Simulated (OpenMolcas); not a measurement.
**Ca+: effect of the IPEA shift**

```json
{
  "Program": "OpenMolcas",
  "Basis": "ANO-RCC-VTZP [6s5p2d1f]",
  "Scalar Hamiltonian": "DKH2, point nucleus",
  "Active space": "1 electron in 4 orbitals (4s 4p)",
  "State averaging": "2S+1 = 2 even, 1 root; 2S+1 = 2 odd, 3 roots",
  "Spin-orbit coupling": "RASSI with atomic mean-field integrals over the reference wave functions, term energies averaged over their components"
}
```

Methods on the same reference wave functions:
A. CASSCF
B. SS-CASPT2, IPEA 0 Eh, imaginary shift 0.1 Eh (closed shells correlated: 3s 3p)
C. SS-CASPT2, IPEA 0.25 Eh, imaginary shift 0.1 Eh (closed shells correlated: 3s 3p)

Energies in cm-1 above 4s 2S 1/2, the measured ground level; measured values from NIST Handbook of Basic Atomic Spectroscopic Data.

```
     Level      A      B      C  Measured
 4s 2S 1/2    0.0    0.0    0.0       0.0
4p 2P* 1/2  23624  25134  25059     25192
4p 2P* 3/2  23775  25285  25210     25414
```

Deviations, from unrounded energies. A percentage is the sum of absolute deviations over the sum of measured energies, with the sign that they share, or ± where signs differ.

```
           Against measurement  Levels     A     B     C
mean absolute deviation (cm-1)       2  1600    94   170
      other configurations (%)       2  -6.3  -0.4  -0.7
```

B lies closest to measurement on these levels and A furthest from it. The largest miss of B in the table is 4p 2P* 3/2, by -130 cm-1. The ranking rests on the paired levels alone, and a cruder setting can come out closer through cancelling errors.

Between B and C the level of the table that moves most is 4p 2P* 1/2, by 75 cm-1 (lowest in C, highest in B).

The lowest spin-free term lies below A's lowest term by 0.226 hartree in B, 0.225 hartree in C.

ANO sets are built for ground and valence states and can reach diffuse excited orbitals poorly. With one active electron the reference holds no correlation, so core polarisation is missing (holds for A). With one active electron, CASPT2 adds the correlation within the correlated inactive shells and between them and that electron, and leaves the splitting within a term as the reference gives it (holds for B; C). Measured partners are found by configuration, term and J. A level has none where our copy of the source lacks it or the pairing is in doubt (some pairs that miss far off the trend of their configuration count as doubtful), and it then counts in no deviation. Only configurations of the active space appear.

* marks odd parity.
